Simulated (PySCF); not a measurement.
Predicted microwave data (PBE0/pcSseg-1 in PySCF (dipole) on a GFN2-xTB geometry, gas phase) for one isomer of C5H11F3SSi:

| Quantity | Value |
| --- | --- |
| Rotational constants | A = 2311, B = 379.9, C = 375.6 MHz |
| Dipole components | \|μa\| = 2.94 D, \|μb\| = 0.23 D, \|μc\| = 0.26 D |
| Inertial defect | -203.43 u·Å² |
| κ | -1.00 |

**Question.** Which structure is it? (One computed conformer of each.)
A. `[CH3:1][C:2]([CH3:3])([CH3:4])[S:5][SiH2:6][C:7]([F:8])([F:9])[F:10]` with C2–S5–Si6–C7 175°
B. `[CH3:1][CH:2]([CH3:3])[S:4][SiH2:5][CH2:6][C:7]([F:8])([F:9])[F:10]` with C1–C2–S4–Si5 -52°, C2–S4–Si5–C6 -168°, S4–Si5–C6–C7 -177°
C. `[CH3:1][C:2]([CH3:3])([CH2:4][SH:5])[Si@@H:6]([F:7])[CH:8]([F:9])[F:10]` with C1–C2–C4–S5 59°, C2–C4–S5–H -80°, C1–C2–Si6–F7 69°, C2–Si6–C8–F9 106°

**Answer.** B. It is CC(C)S[SiH2]CC(F)(F)F, a near-prolate asymmetric top, point group C1. The candidates at the same level (rigid rotor, commonest isotopes):

```
                  SMILES  A (MHz)  B (MHz)  C (MHz)  μa (D)  μb (D)  μc (D)  Δ (u·Å²)  point group                        rotor
   CC(C)S[SiH2]CC(F)(F)F     2311    379.9    375.6    2.94    0.23    0.26   -203.43           C1  near-prolate asymmetric top
 CC(C)(C)S[SiH2]C(F)(F)F     2144    450.7    438.9    4.12    1.94    0.01   -205.45           C1  near-prolate asymmetric top
CC(C)(CS)[Si@@H](F)C(F)F     1377    570.8    511.8    0.16    1.91    0.52   -264.90           C1               asymmetric top
```

`CC(C)(C)S[SiH2]C(F)(F)F` has B 19 % too high; `CC(C)(CS)[Si@@H](F)C(F)F` has B 50 % too high. No structure here is proved a minimum.
